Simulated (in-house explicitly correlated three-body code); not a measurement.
Computed with an exponentially correlated three-body code. Model: two electrons around a point charge, non-relativistic, variational in 260 exponentially correlated functions (energies converged to about 1e-7 hartree, or 1e-8 relative for large Z).

Command:
```bash
python run_hyl.py task.json out
```
Settings (lengths in bohr, energies in hartree):
```
Z                      1
nuclear_mass           0.5
interaction_strength   1
functions              260
states_tried           1
```

Cost of the run: 2.1 s on 1 thread of Intel(R) Xeon(R) Platinum 8259CL CPU @ 2.50GHz (Skylake/Cascade Lake) (shared host).

**Ground state only, binding against the one-electron ion.**

Given: nuclear charge 1; mass of the centre 0.5 electron masses.

Computed: one-electron threshold -0.166666667 hartree.

| term | energy (hartree) | binding (eV) |
| --- | --- | --- |
| 1 1S | -0.176343637 | 0.26332 |

**Converged states only, values per electron or pair.**

| term | mean r (bohr) | mean r squared (bohr²) | mean inverse r (1/bohr) | mean r12 (bohr) | mean inverse r12 (1/bohr) | mean cosine | mean p1 dot p2 (bohr⁻²) | delta r1 (bohr⁻³) | delta r12 (bohr⁻³) |
| --- | --- | --- | --- | --- | --- | --- | --- | --- | --- |
| 1 1S | 7.6944 | 90.236 | 0.23153 | 11.593 | 0.11037 | 0.064556 | -0.0050085 | 0.0062661 | 3.2125e-05 |
